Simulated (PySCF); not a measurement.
# SiHF3

The system: SiHF3, a small molecule; neutral, singlet. The structure was relaxed in the gas phase by PBE0-D3(BJ)/def2-SVP. No frequency run checks that it is a minimum.

SMILES: F[SiH](F)F

Coordinates in Å:
```
Si1    -0.052   -0.009   -0.051
F2      0.274    1.540    0.175
F3      1.300   -0.741   -0.491
F4     -0.518   -0.624    1.349
H5     -1.093   -0.183   -1.069
```

Shieldings: GIAO PBE0/pcSseg-2. Shifts are against computed references at the same level: H TMS (σ 31.24 ppm), Si TMS (σ 341.3 ppm). Core levels by delta-SCF with SCAN, pcX-2 on the ionised atom and pcseg-1 elsewhere, spin-free X2C (2p3/2 is the spin-free 2p value less a third of a first-order spin-orbit splitting); from the vacuum level, for chosen atoms.

(1) Give the shieldings and core levels atom by atom.

(2) By CAM-B3LYP/def2-SVPD (TDDFT singlets, Tamm-Dancoff triplets, ionisation by delta-SCF), where does absorption start, and what does vertical ionisation take?

Results:

(1) 
```tsv
atoms	bonded to	σ (ppm)	δ (ppm)	core level (eV)
Si1	3 F + 1 H	413.1	-71.8	2p3/2 110.76
F2 F3 F4	1 Si	312.4	-	1s 693.78
H5	1 Si	26.39	4.85	-
```

Values are those of this one static structure; atoms that internal rotation interchanges would show their mean in an NMR spectrum.

(2) The lowest singlet lies at 10.66 eV (f 0.101), the strongest of the first 6 at 11.68 eV (f 0.302), the lowest triplet at 9.67 eV; vertical ionisation takes 14.48 eV.

The 3 runs behind this took 25 s in all, one thread each of Arm Neoverse V2 on a shared host, launched as `OMP_NUM_THREADS=1 python cluster_run.py task.json out`.
